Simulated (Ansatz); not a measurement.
(F)2Al-O-SiH3 (AlSiOF2H3). Charge 0, multiplicity 1. Geometry relaxed at PBE0-D4/def2-SVP.

```xyz
8

Al   -0.4803   -1.4240   -1.0707
F    -2.0576   -1.8749   -1.2316
F     0.6528   -2.2887   -1.8987
O    -0.0455   -0.1357   -0.1036
Si    0.3841    1.1382    0.8564
H    -0.5912    1.2805    1.9776
H     0.3907    2.3939    0.0489
H     1.7470    0.9107    1.4216
```

**Question.** Estimate the harmonic wavenumbers at RKS PBE0-D4/def2-SVP (Ansatz, unscaled). Is this a minimum?

**Answer.** 16, 40, 75, 233, 252, 300, 512, 735, 739, 840, 951, 953, 975, 999, 1180, 2241, 2242, 2243 cm⁻¹. Yes, no mode is imaginary beyond noise. Zero-point energy 92.9 kJ/mol. Run time 52 s (4 threads of Arm Neoverse N1 on a shared host).
